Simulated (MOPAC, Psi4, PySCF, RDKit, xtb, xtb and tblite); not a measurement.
Two geometries of C8H16, SMILES CC(C)/C=C\C(C)C, singlet, relaxed at GFN2-xTB with one dihedral held; other torsions can differ between them too.

Structure A

```
24

C     -2.5463    -0.0866     0.9480
C     -1.5713     0.2908    -0.1693
C     -2.3352     0.6478    -1.4463
C     -0.6484    -0.8604    -0.4419
C      0.6716    -0.8899    -0.3471
C      1.5963     0.2206     0.0566
C      2.5255     0.5620    -1.1105
C      2.4107    -0.2077     1.2790
H     -3.2229     0.7392     1.1580
H     -3.1387    -0.9524     0.6586
H     -2.0038    -0.3304     1.8588
H     -1.0012     1.1671     0.1494
H     -3.0098     1.4821    -1.2657
H     -2.9223    -0.2024    -1.7877
H     -1.6425     0.9269    -2.2373
H     -1.1643    -1.7613    -0.7535
H      1.1863    -1.8135    -0.5861
H      1.0245     1.1148     0.3173
H      3.2040     1.3663    -0.8343
H      3.1170    -0.3071    -1.3913
H      1.9470     0.8780    -1.9760
H      3.0029    -1.0915     1.0502
H      1.7508    -0.4424     2.1115
H      3.0852     0.5891     1.5854
```

Structure B

```
24

C     -2.6493    -0.3296     0.8535
C     -1.7416     0.3094    -0.2062
C     -2.5893     0.8230    -1.3641
C     -0.6407    -0.6676    -0.5235
C     -0.2489    -1.2862    -1.6279
C     -0.7892    -1.2670    -3.0288
C     -1.6736    -2.5005    -3.2395
C      0.3693    -1.2717    -4.0271
H     -3.4057     0.3788     1.1846
H     -3.1510    -1.2017     0.4388
H     -2.0719    -0.6463     1.7191
H     -1.2545     1.1787     0.2586
H     -3.3297     1.5248    -0.9822
H     -3.1184     0.0089    -1.8522
H     -1.9772     1.3486    -2.0925
H     -0.0703    -0.8938     0.3729
H      0.5906    -1.9666    -1.5249
H     -1.3878    -0.3754    -3.2077
H     -2.0630    -2.5207    -4.2554
H     -1.1007    -3.4102    -3.0710
H     -2.5115    -2.4920    -2.5459
H      0.9754    -2.1677    -3.9069
H      1.0063    -0.4029    -3.8743
H     -0.0081    -1.2473    -5.0473
```

Question: Which is lower in energy at the level PBE0-D3(BJ)/def2-SVP // GFN2-xTB run with Psi4, and by how much?

Answer: A is lower, by 3.55 kcal/mol (dihedral C1–C2–C4–C5: -120° in A, 120° in B).

E(B) − E(A) in kcal/mol at the other levels, on the same two geometries: GFN2-xTB (xtb and tblite) 4.21; MMFF94 // GFN2-xTB (RDKit) 4.29; PBE0/def2-SVP // GFN2-xTB (Psi4) 3.95; PBE/def2-SVP // GFN2-xTB (Psi4) 3.77; PBE-D3(BJ)/def2-SVP // GFN2-xTB (Psi4) 3.34; UFF // GFN2-xTB (RDKit) 11.14; PM3, restricted, heats of formation // GFN2-xTB (MOPAC) 4.66; PM7, restricted, heats of formation // GFN2-xTB (MOPAC) 4.56; GFN1-xTB // GFN2-xTB (xtb) 3.66; restricted B3LYP/6-31G*, spherical d, density fitting // GFN2-xTB (PySCF) 4.31; restricted Hartree-Fock/6-31G*, spherical d, density fitting // GFN2-xTB (PySCF) 5.07.
